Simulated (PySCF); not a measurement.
Structure from NMR data

Molecular formula: C₇H₄ClN. Simulated spectra:

1H NMR (300 MHz, computed): δ 7.81 (m, 2H), 7.64 (m, 2H).

13C{1H} NMR (computed): δ 152.5 (C), 141.3 (CH, 2C), 136.3 (CH, 2C), 124.6 (C), 117.6 (C).

[PySCF 2.14: geometry from PBE0-D3(BJ)/def2-TZVP; B97-2/pcSseg-2 with gauge-including orbitals; no solvent model; one averaged value for each set of equivalent atoms; single conformer; relativity neglected]

References, each an isolated molecule treated in the same way: 1H and 13C against TMS.

Q: Deduce the structure.

A: 
- Rings plus π bonds: 6 (1 ring in the answer).
- 5 carbon signals for 7 carbons: some carbons are equivalent by symmetry or fast rotation.
- Carbon types of the structure: 3 × C, 4 × CH, which accounts for all hydrogens.
- δC 152.5: aromatic carbon bearing chlorine.
- δC 141.3, 136.3: aromatic CH.
- δC 124.6: nitrile carbon; C≡N carbons fall here, among the sp2 signals but without a proton.
- δC 117.6: substituted aromatic carbon.
- δH 7.81, 7.64: hydrogen on an aromatic CH; ring-current deshielding.

The compound is `c1c(C#N)ccc(Cl)c1`.

The data come from this structure; uniqueness wasn't tested.

Carbons that carry Cl, above all several Cl atoms, come out too deshielded, partly because spin–orbit coupling is missing. Shifts are as computed. Against solution values, carbons near 30 ppm lie about +3 ppm off and those near 130 ppm about +7 ppm; carbons on Cl a further +5 ppm. Of 1211 compounds with measured shifts, 218 miss one by over three times the rms of a fit or turn the order of signals round; such compounds aren't used in these exercises. Multiplicities follow the n + 1 count of equivalent neighbours, as no J values were calculated; m marks all less simple cases, F and P coupling included.
